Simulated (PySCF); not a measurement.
arsine (AsH3), SMILES [AsH3].

Geometry: B3LYP-D3(BJ)/def2-TZVPD.

Calculation: PySCF with HF/def2-TZVPD.

Isolated molecule, no solvent.

Computed frontier levels, gap, dipole moment and polarisability:
```
Item                                                                                                            Value
---------------------------------------------------------------------------------------------  ----------------------
highest occupied level                                                                                      -10.37 eV
lowest empty level                                                                                            2.07 eV
orbital gap                                                                                                  12.44 eV
dipole moment                                                                                               0.071 e·Å
quadrupole, principal values (traceless, Buckingham form, about the centre of nuclear charge)   -2.25, 1.12, 1.12 D·Å
mean static polarisability                                                                       34.6 bohr³ (5.13 Å³)
polarisability, principal values                                                               34.5, 34.5, 35.0 bohr³
```
